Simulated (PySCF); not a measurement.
A PySCF script (with the pyscf-properties extension) for the NMR shieldings of SMILES CC[Si@H]1[SiH2]OC=C1OC, C5H12O2Si2, on a GFN2-xTB geometry:

```python
import basis_set_exchange as bse
import numpy as np
from pyscf import gto, dft
from pyscf.prop import nmr

atoms = """
C     3.171929   -0.855968   -0.478069
C     1.705244   -0.652685   -0.833485
Si    0.650674   -0.143252    0.670598
Si    0.532547    2.073628    1.318416
O    -1.075419    2.188465    0.969735
C    -1.761955    1.147100    0.419533
C    -1.179388   -0.028770    0.179185
O    -1.775408   -1.133493   -0.365438
C    -3.140196   -1.045536   -0.692639
H     3.276237   -1.626454    0.281955
H     3.745874   -1.161930   -1.351544
H     3.605051    0.062805   -0.088450
H     1.627961    0.099144   -1.621656
H     1.306047   -1.579489   -1.248217
H     0.796504   -1.163650    1.726314
H     1.168366    3.118064    0.510652
H     0.613126    2.433007    2.733509
H    -2.792315    1.406628    0.218600
H    -3.416041   -2.018666   -1.095785
H    -3.747131   -0.829955    0.193235
H    -3.320627   -0.272050   -1.446919
"""
names = dict.fromkeys(["C", "Si", "O", "H"], "pcSseg-1")
basis = {el: gto.basis.parse(bse.get_basis(n, elements=[el], fmt="nwchem")) for el, n in names.items()}
mol = gto.M(atom=atoms, basis=basis, charge=0, verbose=0)
mf = dft.RKS(mol, xc="PBE0")
mf.grids.level = 2
mf.grids.alignment = dft.numint.BLKSIZE   # the property module wants whole blocks of grid points
mf.conv_tol = 1e-9
mf.kernel()

calc = nmr.RKS(mf)   # GIAO
C = mf.mo_coeff
Co = C[:, mf.mo_occ > 0]
resp = mf.gen_response(singlet=True, hermi=2)
def vind(x):   # induced exchange potential for any number of trial vectors
    d = np.einsum("pi,xij,qj->xpq", C, 2 * x.reshape(-1, C.shape[1], Co.shape[1]), Co, optimize=True)
    return np.einsum("xpq,pi,qj->xij", resp(d - d.transpose(0, 2, 1)), C, Co, optimize=True).ravel()
mo1, _ = nmr.rhf.solve_mo1(calc, with_cphf=vind)
sigma = calc.kernel(mo1)
for i, s in enumerate(sigma):   # ppm
    print("%2d %-2s %9.2f" % (i, mol.atom_pure_symbol(i), np.trace(s) / 3))
```

**Question.** What does it print?

**Answer.** 
```
 0 C     174.91
 1 C     178.78
 2 Si    390.52
 3 Si    366.83
 4 O     283.42
 5 C      46.92
 6 C      31.53
 7 O     264.75
 8 C     129.20
 9 H      30.72
10 H      30.20
11 H      30.91
12 H      30.75
13 H      30.22
14 H      27.02
15 H      26.44
16 H      26.45
17 H      25.41
18 H      27.64
19 H      28.36
20 H      28.36
```

These numbers come from an equivalent density-fitted implementation of the same equations, which agrees with the script to about 0.01 ppm for H and up to a few tenths of a ppm for heavy atoms, so last digits may differ.

**Question.** Turn these shieldings into chemical shifts. Shifts are taken against calculated references (same method and geometry level): TMS for $^{13}$C (σref 186.93) and $^{29}$Si (σref 349.16) and $^{1}$H (σref 31.72); $^{17}$O (σref 336.08) vs H2O.

**Answer.** Averaging equivalent atoms: C 6: 155.4; C 5: 140.0; C 8: 57.7; C 0: 12.0; C 1: 8.1; Si 3: -17.7; Si 2: -41.4; O 7: 71.3; O 4: 52.7; H 17: 6.31; H 15: 5.28; H 16: 5.27; H 14: 4.70; H 18/19/20: 3.60; H 13: 1.50; H 9/10/11: 1.11; H 12: 0.97 ppm. Experimental scales use liquid or dissolved standards, which lie at an offset from isolated H2O (liquid H2O: subtract about 36 ppm).

Size and cost of the density-fitted run: 227 basis functions, 56 s wall time on 1 thread of an Arm Neoverse V1, shared host; peak memory 1.1 GiB.
